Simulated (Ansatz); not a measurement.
The input (input.yaml):

```yaml
crystal:
  periodic: [false, false, false]
  atoms:
    - { symbol: Zn, position_ang: [0.0, 0.0, 0.0] }
    - { symbol: C, position_ang: [0.0, 0.0, 1.98] }
    - { symbol: H, position_ang: [-0.9996, -0.3092, 2.3505] }
    - { symbol: H, position_ang: [0.7676, -0.7111, 2.3505] }
    - { symbol: H, position_ang: [0.232, 1.0203, 2.3505] }
    - { symbol: C, position_ang: [0.0, 0.0, -1.98] }
    - { symbol: H, position_ang: [0.2799, -1.0082, -2.3505] }
    - { symbol: H, position_ang: [-1.0131, 0.2617, -2.3505] }
    - { symbol: H, position_ang: [0.7332, 0.7465, -2.3505] }
basis:
  gaussian: { orbitals: def2-SVP }
hamiltonian:
  xc: b3lyp
relax:
  f_tol: 0.02
  max_steps: 40
```

Command:

```bash
$ ansatz run input.yaml --threads 2 --pin off --max-ram 3072MiB --backend cpu --events-out ev --progress --plain --runs-dir out
```

Hardware: 2 threads of Arm Neoverse V1, on a shared host.

Task: Roughly how long does this run take, and how much memory?

Result: 9.5 s, with a peak of 0.18 GiB, for 4 ionic steps.
